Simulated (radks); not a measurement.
Valence configurations of Br3+ (all share [Ar]). Method: scalar-relativistic Kohn-Sham, BLYP, spin-polarised, spherical densities, point nucleus; open shells are filled with parallel spins first; computed with a radial shooting solver on a logarithmic mesh with Libxc functionals. Order these by energy: 3d10 4s1 4p3; 3d8 4s2 4p4; 3d10 4p4; 3d10 4s2 4p2; 3d9.5 4s2 4p2.5; 3d9 4s1 4p4; 3d10 4s1.5 4p2.5; 3d9 4s2 4p3.

Answer. From the lowest, in eV above it: 3d10 4s2 4p2 0.000; 3d10 4s1.5 4p2.5 5.870; 3d10 4s1 4p3 11.290; 3d10 4p4 28.915; 3d9.5 4s2 4p2.5 33.118; 3d9 4s2 4p3 68.612; 3d9 4s1 4p4 83.689; 3d8 4s2 4p4 150.18. NIST lists [Ar] 3d10 4s2 4p2 as the ground configuration; this level of theory agrees among the configurations tried. The energies are those of spherical high-spin densities, not of single terms.
